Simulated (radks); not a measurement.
Fractional charge and spin in the 6s shell of lanthanum: the spin-up occupation runs from 0 to 1 and the spin-down occupation from 0 to 1; the fullest corner is La, [Xe] 5d(up 0.5, down 0.5) 6s(up 1, down 1). Calculated with a radial shooting solver on a logarithmic mesh with Libxc functionals: scalar-relativistic Kohn-Sham, PBE, spin-polarised, spherical densities, finite nucleus; Fermi nuclear charge, rms radius of each element as measured or else 0.836 A^(1/3) + 0.57 fm. Energy (eV) minus the two flat planes that join the four corners (they meet along the diagonal where the two added fractions sum to one electron); zero is where a piecewise linear energy would lie.

down \ up,0,0.25,0.5,0.75,1
0,0.000,-0.461,-0.609,-0.454,0.000
0.25,-0.461,-0.567,-0.370,0.122,-0.409
0.5,-0.609,-0.370,0.163,-0.330,-0.540
0.75,-0.454,0.122,-0.330,-0.502,-0.402
1,0.000,-0.409,-0.540,-0.402,0.000

Corners above the fullest one (they belong to La+ and the next ion): (up 1, down 0) 5.803 eV, (up 0, down 1) 5.803 eV, (up 0, down 0) 16.854 eV. With half an added electron in each spin the energy lies 0.163 eV from the planes, and with half an added electron in spin up alone -0.609 eV. The planes are only a guide here: the flat-plane condition holds for ground states with one frontier orbital, while this shell lies below other occupied shells, so the corners above the fullest one are inner-hole states and not the ground states of those ions.
